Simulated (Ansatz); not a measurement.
CH$_{6}$BFO$_{2}$Si, SMILES `FCOBO[SiH3]`, relaxed with RKS PBE0-D4/def2-TZVP in Ansatz 0.2.0 from a PBE-D4/def2-SVP geometry. The force threshold is 0.005 eV/Å; the program also tests the step.

Charge 0, multiplicity 1.

Start:

```xyz
12

F     2.795   -0.599    0.042
C     1.812   -0.787   -0.899
O     0.623   -0.202   -0.464
B    -0.274   -0.910    0.312
O    -1.350   -0.253    0.816
Si   -1.725    1.404    0.665
H     1.687   -1.883   -1.060
H     2.119   -0.278   -1.839
H    -0.119   -2.098    0.525
H    -3.000    1.602    1.428
H    -0.629    2.244    1.255
H    -1.938    1.760   -0.779
```

By how much does the energy fall, and how many steps does the optimiser take? (Estimate.)

The calculation gave: 0.07 eV, in 9 steps, 1 of them rejected.

Which bonds change most? (An estimate is asked.)

The calculation gave: O5–Si6 from 1.705 to 1.660 Å; C2–H8 from 1.112 to 1.092 Å; C2–H7 from 1.115 to 1.095 Å; B4–H9 from 1.217 to 1.198 Å.

Give the relaxed structure. (Best estimate.)

The calculation gave: 
```xyz
12

F     2.820   -0.601    0.004
C     1.814   -0.809   -0.899
O     0.663   -0.189   -0.454
B    -0.259   -0.874    0.291
O    -1.323   -0.207    0.775
Si   -1.739    1.398    0.673
H     1.674   -1.891   -0.997
H     2.111   -0.351   -1.844
H    -0.129   -2.048    0.490
H    -3.003    1.547    1.430
H    -0.680    2.243    1.276
H    -1.949    1.783   -0.744
```
